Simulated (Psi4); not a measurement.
acetic acid (C2H4O2), singlet, geometry from GFN2-xTB, with bond 7-5 at 1.3 times its length; SVWN/def2-SVP (Psi4).

Psi4 was given this input:
```
memory 2 GB

molecule {
0 1
C    -0.00315599    0.15499744    0.00211695
O     0.17039265    1.34242476    0.01690963
O    -1.22753391   -0.39207402    0.00355055
H    -1.90744240    0.29943580    0.01779441
C     1.07040744   -0.89412184   -0.01979608
H     2.04770176   -0.42261924   -0.02046975
H     0.93080730   -1.72638675    1.11400971
H     0.95033928   -1.51055050   -0.90729357
}

set {
  basis def2-svp
  guess huckel
}

energy('svwn')
print_variables()
```

Question: What does Psi4 print? Leave out banner, timings and long lists.

Answer: 
```
   => Loading Basis Set <=

    Name: DEF2-SVP
    Role: ORBITAL
    Keyword: BASIS

         ---------------------------------------------------------
                                   SCF
               by Justin Turney, Rob Parrish, Andy Simmonett
                          and Daniel G. A. Smith
                              RKS Reference
         ---------------------------------------------------------

  ==> Geometry <==

    Molecular point group: c1
    Full point group: C1

    Geometry (in Angstrom), charge = 0, multiplicity = 1:

       Center              X                  Y                   Z               Mass
    ------------   -----------------  -----------------  -----------------  -----------------
         C            0.031242617784     0.105933511459    -0.003226946415    12.000000000000
         O            0.204791257784     1.293360831459     0.011565733585    15.994914619570
         O           -1.193135302216    -0.441137948541    -0.001793346415    15.994914619570
         H           -1.873043792216     0.250371871459     0.012450513585     1.007825032230
         C            1.104806047784    -0.943185768541    -0.025139976415    12.000000000000
         H            2.082100367784    -0.471683168541    -0.025813646415     1.007825032230
         H            0.965205907784    -1.775450678541     1.108665813585     1.007825032230
         H            0.984737887784    -1.559614428541    -0.912637466415     1.007825032230

  Running in c1 symmetry.

  Rotational constants: A =      0.37670  B =      0.31252  C =      0.17836 [cm^-1]
  Rotational constants: A =  11293.09834  B =   9369.12026  C =   5347.05019 [MHz]
  Nuclear repulsion =  120.540136546086572

  Charge       = 0
  Multiplicity = 1
  Electrons    = 32
  Nalpha       = 16
  Nbeta        = 16

  ==> Algorithm <==

  SCF Algorithm Type is DF.
  DIIS enabled.
  MOM disabled.
  Fractional occupation disabled.
  Guess Type is HUCKEL.
  Energy threshold   = 1.00e-06
  Density threshold  = 1.00e-06
  Integral threshold = 1.00e-12

  ==> Primary Basis <==

  Basis Set: DEF2-SVP
    Blend: DEF2-SVP
    Number of shells: 36
    Number of basis functions: 76
    Number of Cartesian functions: 80
    Spherical Harmonics?: true
    Max angular momentum: 2

  ==> DFT Potential <==

   => LibXC <=

    Version 7.1.2
    S. Lehtola, C. Steigemann, M. J. T. Oliveira, and M. A. L. Marques,  SoftwareX 7, 1–5 (2018) (10.1016/j.softx.2017.11.002)

   => Composite Functional: SVWN <=

    Slater exchange
    Vosko, Wilk & Nusair (VWN5_RPA)
    P. A. M. Dirac,  Math. Proc. Cambridge Philos. Soc. 26, 376 (1930) (10.1017/S0305004100016108)
    F. Bloch,  Z. Phys. 57, 545 (1929) (10.1007/BF01340281)
    S. H. Vosko, L. Wilk, and M. Nusair,  Can. J. Phys. 58, 1200 (1980) (10.1139/p80-159)

    Deriv               =              1
    GGA                 =          FALSE
    Meta                =          FALSE

    Exchange Hybrid     =          FALSE
    MP2 Hybrid          =          FALSE

   => Exchange Functionals <=

    1.0000         XC_LDA_X

   => Correlation Functionals <=

    1.0000   XC_LDA_C_VWN_RPA

   => LibXC Density Thresholds  <==

    XC_LDA_C_VWN_RPA:  1.00E-15
    XC_LDA_X:  1.00E-15

   => Molecular Quadrature <=

    Radial Scheme          =       TREUTLER
    Pruning Scheme         =           NONE
    Nuclear Scheme         =       TREUTLER

    Blocking Scheme        =         OCTREE
    BS radius alpha        =              1
    Pruning alpha          =              1
    Radial Points          =             75
    Spherical Points       =            302
    Total Points           =         172408
    Total Blocks           =           1340
    Max Points             =            255
    Max Functions          =             75
    Weights Tolerance      =       1.00E-15

   => Loading Basis Set <=

    Name: (DEF2-SVP AUX)
    Role: JKFIT
    Keyword: DF_BASIS_SCF

  ==> Integral Setup <==

  SCF_SUBTYPE=INCORE selected. In-core MEM_DF algorithm will be used.
  Using in-core AOs.

  ==> MemDFJK: Density-Fitted J/K Matrices <==

    J tasked:                   Yes
    K tasked:                    No
    wK tasked:                   No
    Algorithm:                 Core
    Schwarz Cutoff:           1E-12
    Mask sparsity (%):       0.2424
    Fitting Condition:        1E-10

   => Auxiliary Basis Set <=

  Basis Set: (DEF2-SVP AUX)
    Blend: DEF2-UNIVERSAL-JKFIT
    Number of shells: 124
    Number of basis functions: 376
    Number of Cartesian functions: 444
    Spherical Harmonics?: true
    Max angular momentum: 4

  Minimum eigenvalue in the overlap matrix is 3.6513370823E-03.
  Reciprocal condition number of the overlap matrix is 7.1202748864E-04.
    Using symmetric orthogonalization.

  ==> Pre-Iterations <==

  SCF Guess: Huckel guess via on-the-fly atomic UHF (doi:10.1021/acs.jctc.8b01089).

   -------------------------------------------------------
    Irrep   Nso     Nmo     Nalpha   Nbeta   Ndocc  Nsocc
   -------------------------------------------------------
     A         76      76      16      16      16       0
   -------------------------------------------------------
    Total      76      76      16      16      16       0
   -------------------------------------------------------

  ==> Iterations <==

                           Total Energy        Delta E     RMS |[F,P]|

   @DF-RKS iter   1:  -226.48015631826465   -2.26480e+02   2.54127e-02 ADIIS/DIIS
   @DF-RKS iter   2:  -223.84680960148026    2.63335e+00   3.90543e-02 ADIIS/DIIS
   @DF-RKS iter   3:  -227.39385770827926   -3.54705e+00   1.19251e-02 ADIIS/DIIS
   @DF-RKS iter   4:  -227.41474767511198   -2.08900e-02   1.14244e-02 ADIIS/DIIS
   @DF-RKS iter   5:  -227.69844080903164   -2.83693e-01   2.68020e-03 ADIIS/DIIS
   @DF-RKS iter   6:  -227.71458864036663   -1.61478e-02   8.08028e-04 ADIIS/DIIS
   @DF-RKS iter   7:  -227.71602807447385   -1.43943e-03   2.35447e-04 ADIIS/DIIS
   @DF-RKS iter   8:  -227.71619464294878   -1.66568e-04   1.55239e-05 DIIS
   @DF-RKS iter   9:  -227.71619534105682   -6.98108e-07   7.64083e-06 DIIS
   @DF-RKS iter  10:  -227.71619549820724   -1.57150e-07   2.13918e-06 DIIS
   @DF-RKS iter  11:  -227.71619550997880   -1.17716e-08   4.59774e-07 DIIS
  Energy and wave function converged.

  ==> Post-Iterations <==

   Electrons on quadrature grid:
      Ntotal   =   32.0000009515 ; deviation = 9.515e-07

    Orbital Energies [Eh]
    ---------------------

    Doubly Occupied:

       1A    -18.667244     2A    -18.610786     3A     -9.927825
       4A     -9.835720     5A     -1.019695     6A     -0.928969
       7A     -0.690559     8A     -0.575588     9A     -0.450689
      10A     -0.435310    11A     -0.432662    12A     -0.381110
      13A     -0.356799    14A     -0.342177    15A     -0.300170
      16A     -0.248759

    Virtual:

      17A     -0.063823    18A     -0.001288    19A      0.016300
      20A      0.068406    21A      0.088517    22A      0.155827
      23A      0.203964    24A      0.250687    25A      0.375780
      26A      0.386197    27A      0.432960    28A      0.438368
      29A      0.470660    30A      0.497329    31A      0.522366
      32A      0.555653    33A      0.584889    34A      0.594123
      35A      0.610948    36A      0.727977    37A      0.813573
      38A      0.860237    39A      0.885450    40A      0.949019
      41A      1.025092    42A      1.124394    43A      1.158435
      44A      1.210586    45A      1.292320    46A      1.310030
      47A      1.375235    48A      1.415181    49A      1.446359
      50A      1.502584    51A      1.553796    52A      1.601419
      53A      1.660500    54A      1.718889    55A      1.824864
      56A      1.840429    57A      1.866884    58A      1.933429
      59A      2.036843    60A      2.134339    61A      2.155993
      62A      2.307266    63A      2.355811    64A      2.444677
      65A      2.534083    66A      2.601279    67A      2.710449
      68A      2.772743    69A      2.790100    70A      2.839352
      71A      2.990118    72A      3.097179    73A      3.105415
      74A      3.423405    75A      3.522428    76A      3.650241

    Final Occupation by Irrep:
              A
    DOCC [    16 ]
    NA   [    16 ]
    NB   [    16 ]

  @DF-RKS Final Energy:  -227.71619550997880

   => Energetics <=

    Nuclear Repulsion Energy =            120.5401365460865719
    One-Electron Energy =                -550.6563920822644604
    Two-Electron Energy =                 230.6127985950163009
    DFT Exchange-Correlation Energy =     -28.2127385688172083
    Empirical Dispersion Energy =           0.0000000000000000
    VV10 Nonlocal Energy =                  0.0000000000000000
    Total Energy =                       -227.7161955099788031

Computation Completed

Properties will be evaluated at   0.000000,   0.000000,   0.000000 [a0]

Properties computed using the SCF density matrix

 Multipole Moments:

 ------------------------------------------------------------------------------------
     Multipole            Electronic (a.u.)      Nuclear  (a.u.)        Total (a.u.)
 ------------------------------------------------------------------------------------

 L = 1.  Multiply by 2.5417464519 to convert [e a0] to [Debye]
 Dipole X            :         -2.2748915            2.0192480           -0.2556435
 Dipole Y            :          2.7395818           -3.3298994           -0.5903176
 Dipole Z            :         -0.1960978            0.1712900           -0.0248078
 Magnitude           :                                                    0.6437732

 ------------------------------------------------------------------------------------

  Variable Map:
  ----------------------------------------------------------------------------
  "CURRENT ENERGY"              =>    -227.716195509979
  "CURRENT REFERENCE ENERGY"    =>    -227.716195509979
  "DD SOLVATION ENERGY"         =>       0.000000000000
  "DFT FUNCTIONAL TOTAL ENERGY" =>    -227.716195509979
  "DFT TOTAL ENERGY"            =>    -227.716195509979
  "DFT VV10 ENERGY"             =>       0.000000000000
  "DFT XC ENERGY"               =>     -28.212738568817
  "GRID ELECTRONS ALPHA"        =>      16.000000475772
  "GRID ELECTRONS BETA"         =>      16.000000475772
  "GRID ELECTRONS TOTAL"        =>      32.000000951545
  "NUCLEAR REPULSION ENERGY"    =>     120.540136546087
  "ONE-ELECTRON ENERGY"         =>    -550.656392082264
  "PCM POLARIZATION ENERGY"     =>       0.000000000000
  "PE ENERGY"                   =>       0.000000000000
  "SCF ITERATION ENERGY"        =>    -227.716195509979
  "SCF ITERATIONS"              =>      11.000000000000
  "SCF TOTAL ENERGY"            =>    -227.716195509979
  "TWO-ELECTRON ENERGY"         =>     230.612798595016
  "XC GRID RADIAL POINTS"       =>      75.000000000000
  "XC GRID SPHERICAL POINTS"    =>     302.000000000000
  "XC GRID TOTAL POINTS"        =>  172408.000000000000

  Array Variable Map:
  ----------------------------------------------------------------------------
  "CURRENT DIPOLE"              =>      -0.255643543849 ... -0.024807817094 1 by 3
  "SCF DIPOLE"                  =>      -0.255643543849 ... -0.024807817094 1 by 3
  "SCF TOTAL ENERGIES"          =>    -226.480156318265 ... -227.716195509979 1 by 11
```
